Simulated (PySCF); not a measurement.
**Electronic absorption of PSbSbSb tetrahedron**

Species: PSbSbSb tetrahedron, Sb3P.
Cartesian coordinates in Å at the PBE0-D3(BJ)/def2-SVP level; atoms count from 1:
```xyz
4
Sb3P angstrom
P     -1.290    0.300   -0.621
Sb    -0.286   -1.064    1.295
Sb     0.701    1.445    0.502
Sb     0.958   -0.771   -1.206
```

Computed with TDDFT wB97X-D/def2-SVPD, vertical, gas phase, core orbitals frozen in the response, def2 core potentials past Kr in PySCF. Spin–orbit coupling is left out.

```
state  E (eV)  E (kJ/mol)  λ (nm)       f  symmetry              main configurations (H = HOMO, L = LUMO)
   S1    3.62         350   342.1  0.0000         –                                    H-1/H→L/L+1 (≥93%)
   S2    3.65         352   339.9  0.0020         E                  H-1/H→L/L+1 (≥44%), H-1/H→L+2 (≥32%)
   S3    3.65         352   339.8  0.0019         E                  H-1/H→L/L+1 (≥40%), H-1/H→L+2 (≥38%)
   S4    3.92         378   316.1  0.0042        A1                                    H-1/H→L/L+1 (≥94%)
   S5    4.07         393   304.6  0.0006         –                    H-1/H→L+3 (≥54%), H-1/H→L+2 (≥22%)
   S6    4.07         393   304.6  0.0007         –                    H-1/H→L+3 (≥53%), H-1/H→L+2 (≥22%)
   S7    4.24         409   292.7   0.018         E  H-1/H→L+3 (≥30%), H-2→L/L+1 (≥28%), H-1/H→L+2 (≥10%)
   S8    4.24         409   292.6   0.018         E  H-1/H→L+3 (≥29%), H-2→L/L+1 (≥28%), H-1/H→L+2 (≥12%)
   S9    4.28         413   289.5  0.0000         –     H-2→L+2 (45%), H-1/H→L+5 (≥17%), H-1/H→L+4 (≥17%)
```

Triplets (Tamm–Dancoff): T1 3.08 eV, H-1/H→L+2 (≥41%), H-1/H→L/L+1 (≥26%); T2 3.09 eV, H-1/H→L+2 (≥45%), H-1/H→L/L+1 (≥22%); T3 3.25 eV, H-1/H→L/L+1 (≥84%), H-2→L+2 (8%).

The lowest singlet comes at 342 nm (350 kJ/mol) in the ultraviolet; it is dark (f under 0.0005); its leading configuration is HOMO-1/HOMO→LUMO/LUMO+1 (≥93%). The most intense listed level is S7/S8 at 4.24 eV (293 nm, f = 0.035 summed), 0.61 eV above S1. S2/S3, S5/S6 and S7/S8 lie within about 0.01 eV of each other in each set; the point group C3v has degenerate representations, and within a degenerate level the listed configurations can mix freely. Löwdin shares by element: HOMO (one of a set within 0.03 eV) antimony 83%, phosphorus 17%; LUMO (one of a set within 0.03 eV) antimony 94%, phosphorus 6%. The listed states span 0.66 eV, and the widest gap between neighbours is 0.27 eV (S3 to S4). Of the 9 states listed, 2 reach f = 0.01 and 2 stay under 0.0005. No computed singlet lies in the visible range (380 to 750 nm); the lowest, at 342 nm, stands 0.36 eV above its violet end (3.26 eV); a Tamm–Dancoff triplet lies at 402 nm, without intensity as long as spin–orbit coupling is left out. The vertical ionisation energy (ΔSCF) is 8.10 eV, 3.81 eV above S9. Symmetry labels in C3v follow from the direction of the transition dipole and are given only for states with f of 0.002 or more. Orbitals of the list HOMO-3 to LUMO+2 that lie within 0.01 eV of each other are written together with a slash and their weights summed (≥ marks a lower bound); for degenerate orbitals outside that list single weights are arbitrary. Only the lowest 10 singlets were computed, as vertical energies without vibronic structure. The highest level found (4.42 eV, f 0.0000 so far) is left out, since the window may have cut off a degenerate partner.
